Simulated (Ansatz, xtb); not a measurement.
**Ranking isomers of BrGe2H3**

6 gas-phase structures of BrGe2H3, found in a search over its isomers (lower ones may exist). Each was relaxed with GFN2-xTB; where two conformers were screened, the lower at r2SCAN-D4/def2-SVP is listed:

A. `[GeH][GeH2][Br]`, a singlet
B. `[GeH][GeH2][Br]`, a triplet
C. a singlet given by its coordinates
D. a singlet given by its coordinates
E. `[GeH3][Ge][Br]`, a singlet
F. `[GeH3][Ge][Br]`, a triplet

D (Å):

```xyz
6

Br    0.7942    0.8357    0.5398
Ge    0.4433   -0.9779   -1.1428
Ge   -0.9858   -0.9732    0.9441
H    -0.3910   -1.2770    2.3651
H    -0.7762   -0.1099   -1.8061
H    -2.0219    0.0728    1.4713
```

Close contacts (Å): Br1–Ge2 2.50, Br1–Ge3 2.57, Ge2–Ge3 2.53, Ge2–H5 1.64, Ge3–H4 1.57, Ge3–H6 1.56.

C (Å):

```xyz
6

Br    1.1210   -1.1644   -1.4045
Ge    0.9434    1.2624   -0.7503
Ge   -0.7765   -1.0994    0.2486
H    -1.8039   -1.1334   -1.0252
H    -0.7171    0.7913   -0.1436
H     1.4355    0.8302    0.7599
```

Close contacts (Å): Br1–Ge2 2.52, Br1–Ge3 2.52, Ge2–Ge3 3.09, Ge2–H5 1.83, Ge2–H6 1.65, Ge3–H4 1.64, Ge3–H5 1.93.

Question: Estimate their order in r2SCAN-D4/def2-SVP energy at these geometries, lowest first.

Answer: Calculated order at r2SCAN-D4/def2-SVP: E (0.0), D (25.5), C (53.3), A (56.4), F (103.2), B (132.6) kJ/mol. Less than 1 kcal/mol parts C and A, so the order within that pair means little.

Energies above the lowest of each column, in kJ/mol; the last columns are at B3LYP-D3(BJ)/def2-SVP geometries and were run for some of them only (a dash: not run or not comparable):

| structure | GFN2-xTB | HF/STO-3G | r2SCAN-D4/def2-SVP | B3LYP-D3(BJ)/def2-SVP | CCSD(T)/def2-TZVP |
| --- | --- | --- | --- | --- | --- |
| E | 27.5 | 0.0 | 0.0 | 0.0 | 0.0 |
| D | 15.9 | 120.7 | 25.5 | 20.3 | 20.2 |
| C | 0.0 | 258.2 | 53.3 | 40.7 | – |
| A | 69.2 | 76.9 | 56.4 | 54.9 | – |
| F | – | 80.4 | 103.2 | – | – |
| B | – | 108.6 | 132.6 | – | – |

CCSD(T)/def2-TZVP puts E lowest of those it was run on; GFN2-xTB picks C. Some further structures that were screened fall inside this span and aren't listed. Flexible structures stand in one conformer each, not always the lowest. Frequencies (B3LYP-D3(BJ)/def2-SVP) were run for D, E alone. GFN2-xTB has no spin polarisation and isn't compared across spin states. Open shells are spin-unrestricted.

Over these structures GFN2-xTB departs from r2SCAN-D4/def2-SVP by 25.8 kJ/mol on average once a common shift is removed. A GFN2-xTB relaxation took about 0.11 s and the r2SCAN-D4/def2-SVP energy about 2.3 s on a shared host (Ansatz 0.2.0, xtb 6.7.1).
